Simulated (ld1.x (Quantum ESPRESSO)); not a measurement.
Scattering properties, PAW potential for S

ld1.x (Quantum ESPRESSO) 7.5 input, shortened:

```
&input
   title='S', zed=16., rel=1, dft='PZ', iswitch=3,
   config='[Ne] 3s2 3p3.5'
 /
 &inputp
   pseudotype=3, lpaw=.true., tm=.true., lloc=-1, rcloc=1.20,
   nlcc=.true., new_core_ps=.true., rcore=1.28,
   which_augfun='PSQ', rmatch_augfun_nc=.true.
 /
4
3S  1  0   2.00   0.00  1.20  1.25  0.0
3S  1  0   0.00  -0.65  1.20  1.25  0.0
3P  2  1   3.50   0.00  1.35  1.55  0.0
3P  2  1   0.00   0.75  1.35  1.55  0.0
 &test
   configts(1)='3s2 3p3.5'
 /
```

The phase is arctan(r·u′/u) with u = r·R(r), unwrapped; energies in Ry, scanned from -4 to 5 Ry. A pole is an energy at which the radial function vanishes at the test radius. The pseudo phase is shifted by a multiple of π to meet the all-electron one at the reference energy, and phase errors are pseudo minus all-electron; the curves can meet again beyond the range given. Levels narrower than the energy grid can be missing from the lists of poles.

Question: For each channel, where are the poles, and over which energies does the pseudopotential scatter like the atom?

Answer:

```csv
channel,radius (bohr),reference energy (Ry),"poles, all-electron","poles, pseudo",unbroken range about the reference energy with phases within 0.05 rad,phase error 1 Ry above the reference energy (rad)
s,1.71,-1.64,1.80,"0.29, 1.82",below 0.3,-0.000
p,1.71,-0.87,2.95,2.94,the whole range,+0.000
```

Phases in the s channel:

```
E (Ry)  all-electron  pseudo
 -4.00         1.043   1.042
 -3.52         0.933   0.933
 -3.04         0.753   0.753
 -2.56         0.433   0.433
 -2.08        -0.099  -0.099
 -1.60        -0.663  -0.663
 -1.12        -1.024  -1.024
 -0.64        -1.226  -1.226
 -0.16        -1.348  -1.349
  0.32        -1.429  -4.548
  0.80        -1.487  -4.627
  1.28        -1.532  -4.672
  1.76        -1.568  -4.708
  2.24        -1.599  -4.739
  2.72        -1.627  -4.766
  3.20        -1.652  -4.791
  3.68        -1.677  -4.814
  4.16        -1.702  -4.838
  4.64        -1.728  -4.862
```
